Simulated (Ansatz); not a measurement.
`NB(S)[SiH2][SiH3]` + `[NH]=[V]([OH])([OH])[F]` → `FB(S)[SiH2][SiH3]` + `[NH]=[V]([NH2])([OH])[OH]`  (redistribution)

Computed with Ansatz on PBE0-D4/def2-TZVP structures; ΔE is electronic, products minus reactants. CCSD(T)/CBS is the MP2 limit (def2-TZVPP, def2-QZVPP) plus CCSD(T) − MP2 in def2-TZVPP, frozen cores. DFT in def2-TZVPP. For V outer-core shells are correlated without core-valence functions, which leaves a few kJ/mol of doubt a bond. Scalar relativity is left out up to krypton. One conformer a species, not always the lowest.

Is it downhill or uphill in electronic energy at CCSD(T)/CBS, and by how much? (Best estimate.)

Computed: Uphill: ΔE = +13.8 kcal/mol.

What do these levels give: r2SCAN-D4, ωB97M-V, PBE, PBE0, SCS-MP2/def2-TZVPP, SCS-MP2/def2-QZVPP? (An estimate is asked.)

Computed: r2SCAN-D4 17.0, ωB97M-V 16.0, PBE 16.8, PBE0 16.3, SCS-MP2/def2-TZVPP 14.9, SCS-MP2/def2-QZVPP 14.7 kcal/mol.

Largest T1 diagnostic among the species: 0.030, so the coupled-cluster value is less sure than usual.
